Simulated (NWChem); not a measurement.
InO, doublet; SMILES [O]=[In]

```xyz
2

In     0.0000     0.0000    -0.2736
O      0.0000     0.0000     1.6759
```
Atoms are numbered in this order, from 1.

All runs: NWChem. Spin-unrestricted. The geometry was optimised at PBE0/def2-SVP, spin-unrestricted. No stability test was run on the SCF state. def2 effective core potentials on In; no spin-orbit coupling.

Task: Taking PBE/def2-QZVP as the yardstick, which of these has the fewest basis functions while keeping “dipole (D)” within 0.1 D of it: PBE/def2-SVP; PBE/def2-TZVP; PBE/def2-TZVPP; PBE/def2-SVPD; PBE/def2-TZVPD?

Result: PBE/def2-TZVPD.
```csv
level,basis functions,dipole (D),relative time (rough)
PBE/def2-SVP,40,3.58,1
PBE/def2-SVPD,55,4.41,1
PBE/def2-TZVP,81,4.12,3
PBE/def2-TZVPP,81,4.12,3
PBE/def2-TZVPD,96,4.33,5
PBE/def2-QZVP,139,4.26,30
```

The yardstick is one finite set, not the basis-set limit.
